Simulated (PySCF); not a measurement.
B(OH)2(OMe) (CH₅BO₃), SMILES B(OC)(O)O. Geometry: PBE-D3(BJ)/def2-SVP. One conformer was computed; it need not be the lowest.

Q: Give the equilibrium geometry at PBE-D3(BJ)/def2-SVP (PySCF confirms it by a frequency run) as bond lengths and angles, and its point group. (An estimate is asked for; the answer gives what the named calculation found.)

A: One answer among several that fit: point group Cs.
Atoms: B1 O2 H3 O4 H5 O6 C7 H8 H9 H10. Bond lengths (Å): B1–O2 1.379, B1–O4 1.385, B1–O6 1.368, O2–H3 0.970, O4–H5 0.971, O6–C7 1.414, C7–H8 1.112, C7–H9 1.108, C7–H10 1.112. Bond angles (°): O2–B1–O4 125.4, O2–B1–O6 115.8, O4–B1–O6 118.7, B1–O2–H3 113.8, B1–O4–H5 114.3, B1–O6–C7 120.5, O6–C7–H8 112.1, O6–C7–H9 108.1, O6–C7–H10 112.1, H8–C7–H9 108.5, H8–C7–H10 107.5, H9–C7–H10 108.5.
Charge 0, spin multiplicity 1.
